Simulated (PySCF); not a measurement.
# How methods differ on the ionisation energy of Nb³⁺

Nb³⁺ [Kr] 4d2 [4d3/2^2, M_J = 2] → Nb⁴⁺ [Kr] 4d1 [4d3/2^1, M_J = 3/2], as a difference of total energies. All numbers are calculated (PySCF 2.14, the two-component X2C-1e Hamiltonian, in x2c-SVPall-2c). Correlated levels: [Ar] 3d10 frozen; the 6 highest virtual spinors dropped. "Screened" scales the spin-orbit matrix elements by Boettger's factors to mimic the two-electron term; Breit and QED terms are absent.

| method | ionisation energy (eV) | error (eV) |
| --- | --- | --- |
| GHF (spin-free) | 36.660 | -0.951 |
| GMP2 (spin-free) | 37.001 | -0.610 |
| GHF (screened spin-orbit) | 36.665 | -0.946 |
| GMP2 (screened spin-orbit) | 36.995 | -0.616 |

Reference: 37.611 ± 0.022 eV (measured; NIST Atomic Spectra Database, ionization energies).

The spin-free rows relax to the high-spin LS determinant and lack the spin-orbit shift.

Errors of the correlated levels include the incompleteness of this basis and the frozen core.

The labels give the starting determinants; with spin-orbit coupling the two ends relaxed to ⟨J²⟩ = 7.28, ⟨L²⟩ = 11.92, ⟨S²⟩ = 1.97 and ⟨J²⟩ = 3.77, ⟨L²⟩ = 6.01, ⟨S²⟩ = 0.76.

The determinant of Nb³⁺ mixes levels of different J (the jj label is only the starting occupation), so the difference between spin-free and spin-orbit rows is not the physical spin-orbit shift.
